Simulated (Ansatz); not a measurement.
H₂Te, charge +1, doublet, geometry from GFN2-xTB (a state made from the parent by changing its charge; the spin is typed, not shown lowest) (core potentials on Te), with bond 3-1 at 1.8 times its length; Ansatz (an electronic-structure program) with SC-NEVPT2/def2-SVP, CASSCF(3,4).

Here is a job for Ansatz.
Ansatz 0.2 input:
```yaml
crystal:
  periodic: [false, false, false]
  atoms:
    - {symbol: Te, position_ang: [0.00032481, 0.04216110, 0.00320842]}
    - {symbol: H, position_ang: [-1.19452433, -1.08581749, -0.09962749]}
    - {symbol: H, position_ang: [2.11948130, -2.02553659, -0.12354492]}
basis:
  gaussian:
    orbitals: def2-SVP
total_charge: 1
correlation: {method: sc_nevpt2, electrons: all, active_space: {window: {electrons: 3, orbitals: 4}}}
magnetization: {spin_polarized: false, initial_magnetization: 1}
```

The log (banner, timings and long lists left out):

```
Functional definition: HF
437 factors; integrals over basis functions are off by at most 5.7e-4 eV
mean field evaluation 1: about -7283.0469 eV, gradient 1.2e1 eV
mean field evaluation 2: about -7283.0703 eV, gradient 1.2e1 eV
mean field evaluation 4: about -7284.4213 eV, gradient 1.5e0 eV
mean field evaluation 8: about -7284.4390 eV, gradient 2.7e-4 eV
mean field evaluation 16: about -7270.6311 eV, gradient 1.6e1 eV
mean field evaluation 32: about -7284.3442 eV, gradient 1.3e-3 eV
mean field evaluation 64: about -7284.3442 eV, gradient 2.7e-6 eV
mean field evaluation 96: about -7284.3442 eV, gradient 1.1e-4 eV
mean field -7284.63179154 eV, -267.7052806384 hartree, gradient 8.2e-7 eV, S^2 0.750000; 8 other end points of the search recorded, 0 dependent functions left out
reference -7284.63179154 eV, -267.7052806384 hartree; 13, 12 occupied and 23, 24 virtual orbitals, 437 factors
state -7286.63650953 eV, -267.7789526655 hartree
state -7286.63650953 eV, -267.7789526655 hartree; corrected -7289.44469974 eV, -267.8821517523 hartree
Total energy: -7289.44469974 eV, -267.8821517523 hartree
```
